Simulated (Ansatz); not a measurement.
Isolated molecules relaxed with PBE0-D4/def2-TZVP in Ansatz; ΔE leaves out vibrations. CCSD(T)/CBS adds triple-zeta CCSD(T) − MP2 to the extrapolated MP2 energy (def2 sets, frozen cores). This one scheme is used for every species. Functionals use def2-TZVPP. B3LYP here is the variant with VWN-RPA as its local correlation; programs differ in this. One conformer a species, not always the lowest.

Reaction (formal exchange of groups at the Si–B bond): `C[SiH2]B(O)O` + CH₃OH → `C[SiH2]O` + `CB(O)O`

`C[SiH2]B(O)O`:

```xyz
12

C     0.621   -1.459   -0.861
Si    0.258   -0.448    0.683
B    -0.612    1.345    0.227
O    -0.874    1.714   -1.059
O    -0.976    2.262    1.164
H     1.085   -2.414   -0.606
H     1.305   -0.927   -1.527
H    -0.298   -1.675   -1.413
H     1.525   -0.220    1.441
H    -0.633   -1.228    1.594
H    -0.612    1.058   -1.705
H    -0.787    1.992    2.063
```

CH₃OH:

Z-matrix (Å, degrees):
```
C
O 1 1.409
H 1 1.097 2 112.4
H 1 1.090 2 107.0 3 -118.5
H 1 1.097 2 112.4 3 123.0
H 2 0.959 1 108.5 3 -61.6
```

`C[SiH2]O`:

Z-matrix (Å, degrees):
```
C
Si 1 1.863
H 1 1.093 2 111.0
H 1 1.094 2 110.2 3 119.8
H 1 1.093 2 111.5 3 -120.7
O 2 1.652 1 112.6 3 57.7
H 2 1.492 1 108.9 3 -179.5
H 2 1.483 1 110.6 3 -59.4
H 6 0.957 2 117.7 1 68.6
```

`CB(O)O`:

Z-matrix (Å, degrees):
```
C
B 1 1.566
H 1 1.091 2 111.9
H 1 1.096 2 109.3 3 118.3
H 1 1.091 2 112.0 3 -123.3
O 2 1.370 1 118.5 3 -29.5
O 2 1.370 1 118.5 3 151.5
H 6 0.960 2 115.6 1 -178.2
H 7 0.960 2 115.6 1 178.2
```

CCSD(T)/CBS gives -2.26 eV.

Problem. Another level gave -2.31 eV. Which?
A. B3LYP-D4/def2-TZVPP
B. HF/def2-TZVPP
C. CCSD/def2-TZVPP
D. SCS-MP2/def2-TZVPP

Solution. D. SCS-MP2/def2-TZVPP -2.31, CCSD/def2-TZVPP -2.27, B3LYP-D4 -2.19, HF/def2-TZVPP -2.39 eV.

Largest T1 diagnostic among the species: 0.013.

From PBE to PBE0 (25 % exact exchange), in def2-TZVPP and without D4, ΔE moves by −0.10 eV.
